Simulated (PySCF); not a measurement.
**Excitation energy of Co by level of theory**

Co [Ar] 3d7 4s2 (4F) → Co [Ar] 3d9 (2D), as a difference of total energies. Computed with PySCF 2.14 in ANO-RCC-VTZP (6s5p3d2f1g, 59 functions), with scalar relativity by spin-free X2C-1e. Correlated levels: valence: [Ar] frozen; valence and next inner shell: [Ne] frozen. The calculations carry no spin-orbit coupling.

| method | excitation energy (cm⁻¹) |
| --- | --- |
| UHF | 65513 |
| LDA | 29620 |
| PBE | 32280 |
| PBE0 | 39029 |
| r2SCAN | 38959 |
| wB97X | 37675 |
| PBEsol | 31061 |
| BHandHLYP | 47212 |
| MP2 (valence) | 26923 |
| SCS-MP2 (valence) | 30616 |
| MP2 (valence and next inner shell) | 19782 |
| SCS-MP2 (valence and next inner shell) | 26001 |

A first-order spin-orbit estimate (lowest level to lowest level, LS coupling) adds 0.051 eV.

In the upper state the promoted electron has a positive orbital energy at LDA, PBE, r2SCAN, PBEsol, so the basis confines it.
